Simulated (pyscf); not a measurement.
# Cl–Al(Cl)–SeH (SMILES [Cl][Al]([Cl])[SeH]), singlet

Gas-phase minimum from PySCF at ωB97X-D3(BJ)/def2-SVP, one conformer. 

```xyz
5

Cl     2.1890    -0.5695    -1.3204
Al     0.3686     0.3093    -0.8081
Cl    -0.2324     2.0554    -1.7712
Se    -0.9724    -0.6060     0.7850
H     -0.0200    -1.7001     1.0075
```

Bonded distances (Å): Cl1–Al2 2.085, Al2–Cl3 2.083, Al2–Se4 2.275, Se4–H5 1.468. Angles (°): Cl1–Al2–Cl3 119.4, Cl1–Al2–Se4 121.1, Cl3–Al2–Se4 119.4, Al2–Se4–H5 91.4.

Properties at ωB97X-D3(BJ)/def2-SVP:

- Harmonic wavenumbers, unscaled = 106, 132, 190, 247, 323, 572, 590, 664, 2498 cm⁻¹
- Zero-point energy = 7.6 kcal/mol
- Rotational symmetry number = 1
- Entropy of this conformer at 298 K and 1 atm, rigid rotor and harmonic oscillator, modes under 100 cm⁻¹ raised to 100 = 350.4 J/(mol K)
- Dipole moment = 1.12 D

Single-point totals, which compare only within one level (frozen core for MP2 and CC):

| level | total energy (hartree) |
|---|---|
| ωB97X-D3(BJ)/def2-TZVP | -3565.18068 |
| PBE/def2-TZVP | -3564.33602 |
| r²SCAN/def2-TZVP | -3565.11798 |
| B3LYP-D3(BJ)/def2-TZVP | -3565.30844 |
| PBE0-D3(BJ)/def2-TZVP | -3564.51809 |
| M06-2X/def2-TZVP | -3565.18941 |
| ωB97M-D3(BJ)/def2-TZVP | -3565.36609 |
| HF/def2-TZVPP | -3561.58114 |
| MP2/def2-TZVPP | -3562.29649 |
| CCSD/def2-TZVPP | -3562.33680 |
| CCSD(T)/def2-TZVPP | -3562.36783 |

Soft torsions are taken as harmonic, which can shift the entropy by several J/(mol K). The CCSD(T) − MP2 part came from Ansatz, without density fitting, on the same reference. The frozen core leaves the outer d or s,p core shells of the metals and heavy elements correlated in the MP2 and CC values, and def2-TZVPP describes them poorly, so these totals are far from the basis limit. Elements up to Kr have no core potential and no relativistic terms here.
